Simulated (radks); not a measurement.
Values are calculated unless marked as measured or tabulated.
All-electron atom: the arsenic ion As15+ in [Ar] (the NIST ground configuration). Level of theory: scalar-relativistic Kohn-Sham, PBE, spin-polarised, spherical densities, point nucleus (a radial shooting solver on a logarithmic mesh with Libxc functionals). Some entries of the table are withheld. Estimate them.

orbital  occ.  eigenvalue (eV)  <1/r> (bohr^-1)
1s          2        -12234.65            33.46
2s          2              (1)            7.406
2p          6        -1825.364              (2)
3s          2              (3)              (4)
3p          6              (5)              (6)

Answer. 
(1) 2s eigenvalue (eV): -2007.177
(2) 2p <1/r> (bohr^-1): 7.245
(3) 3s eigenvalue (eV): -627.7562
(4) 3s <1/r> (bohr^-1): 2.724
(5) 3p eigenvalue (eV): -569.9568
(6) 3p <1/r> (bohr^-1): 2.624
